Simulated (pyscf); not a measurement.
# Addition across a multiple bond or ene-type step: As≡As + AsH₃ → HAs=As–AsH₂

Gas phase, singlet surface, charge 0. Bonds broken: As3–H4. Bonds formed: As1–As3, As2–H4. PySCF, gas phase, ωB97X-D3(BJ)/def2-SVP geometries. MP2 and CC: frozen core, UHF for open shells. ΔMP2 is the change of the MP2 total energy from the triple- to the quadruple-zeta basis.

Transition state (Å):

```xyz
6

As     0.4136     2.2546    -0.2363
As     0.3946     1.2359    -2.1171
As     0.5269    -0.2485     0.6296
H      0.6456    -0.4332    -1.0646
H     -0.9805    -0.3367     0.5312
H      0.5315    -1.1902     1.8807
```

One imaginary mode, 1187i cm⁻¹; descent along it reached the two sides named, in the forms told below.

```tsv
bond	change	reactant side (Å)	saddle	product side
As3–H4	breaks	1.517	1.708	2.9
As1–As3	forms	3.6	2.7	2.410
As2–H4	forms	3.6	1.989	1.528
```

Electronic energies relative to the separated reactants (kcal/mol):

```csv
level,barrier,reaction energy,reverse barrier
ωB97X-D3(BJ)/def2-TZVP,21.8,-19.5,41.2
PBE/def2-TZVP,16.7,-12.9,29.5
r²SCAN/def2-TZVP,19.8,-13.2,33.0
B3LYP-D3(BJ)/def2-TZVP,22.0,-12.4,34.4
PBE0-D3(BJ)/def2-TZVP,18.4,-16.0,34.5
M06-2X/def2-TZVP,24.8,-12.6,37.4
ωB97M-D3(BJ)/def2-TZVP,28.5,-10.8,39.2
HF/def2-TZVP,47.8,-4.8,52.6
MP2/def2-QZVPP,22.2,-7.8,30.0
CCSD/def2-TZVPP,32.0,-8.3,40.3
CCSD(T)/def2-TZVPP,27.7,-8.5,36.2
CCSD(T)/def2-TZVPP + ΔMP2(QZVPP),26.5,-8.7,35.2
```

With CCSD(T)/def2-TZVPP + ΔMP2(QZVPP) energies and thermal terms (ideal gas, 1 atm, RRHO with modes under 100 cm⁻¹ raised to 100, one conformer, R ln 2 for chiral ones without a mode under 150 cm⁻¹), in kcal/mol:

```json
[
 {"T (K)": "298", "ΔH‡": "25.1", "ΔG‡": "34.4", "ΔH": "-8.0", "ΔG": "+0.4"},
 {"T (K)": "600", "ΔH‡": "25.5", "ΔG‡": "43.6", "ΔH": "-7.2", "ΔG": "+8.7"},
 {"T (K)": "900", "ΔH‡": "26.1", "ΔG‡": "52.5", "ΔH": "-6.2", "ΔG": "+16.4"},
 {"T (K)": "1200", "ΔH‡": "26.6", "ΔG‡": "61.2", "ΔH": "-5.3", "ΔG": "+23.8"}
]
```

On the product side the descent ends in the other cis-trans isomer, a step of its own away from the zero, 1.9 kcal/mol over the lowest minimum found and 39.3 kcal/mol under the saddle at ωB97X-D3(BJ). One saddle was located; it need not be the lowest between these sides. The CCSD(T) − MP2 part came from Ansatz, without density fitting, on the same reference. The frozen core leaves the outer d or s,p core shells of the metals and heavy elements correlated in the MP2 and CC values, and def2-TZVPP describes them poorly, which can shift differences by a few kcal/mol. Elements up to Kr have no core potential and no relativistic terms here.
